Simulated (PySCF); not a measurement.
**One molecule, a ladder of functionals, a line**

Molecule: SMILES C/C([SiH3])=C\[SiH3], C₃H₁₀Si₂.

Bonds (- single, = double, # triple, : aromatic): C1-C2 1.502 Å, C2-Si3 1.885 Å, C2=C4 1.349 Å, C4-Si5 1.880 Å. C1 carries H6, H7, H8; Si3 carries H9, H10, H11; C4 carries H12; Si5 carries H13, H14, H15. Stereochemistry as in C/C([SiH3])=C\[SiH3].

GIAO shieldings (ppm, equivalent atoms averaged) in PySCF 2.14 on the PBE0-D3(BJ)/def2-SVP geometry, basis pcSseg-1, gas phase, non-relativistic:

```tsv
functional	exact exchange (%)	σ(C1)	σ(Si3)	σ(Si5)
BLYP	0	148.9	387.3	417.0
BP86	0	152.5	395.6	425.5
PBE	0	153.1	396.9	427.5
B3LYP	20	153.6	398.4	426.9
PBE0	25	158.5	410.5	439.2
mPW1PW91	25	157.6	408.6	436.7
HF	100	168.6	446.4	469.5
```

Q: Fit each shielding as a line in the percentage of exact exchange.

A: σ(C1) = 151.9 + 0.17 x (rms 1.7 ppm); σ(Si3) = 393.2 + 0.54 x (rms 3.9 ppm); σ(Si5) = 423.3 + 0.47 x (rms 4.1 ppm). The functionals also differ in their semilocal parts, which the line can't hold; Hartree–Fock has no correlation at all.

Q: What does the line predict for BHandHLYP (50 %), and what does the run give?

A: σ(C1): 160.4 predicted, 159.7 computed; σ(Si3): 420.2 predicted, 415.4 computed; σ(Si5): 446.8 predicted, 442.0 computed ppm.
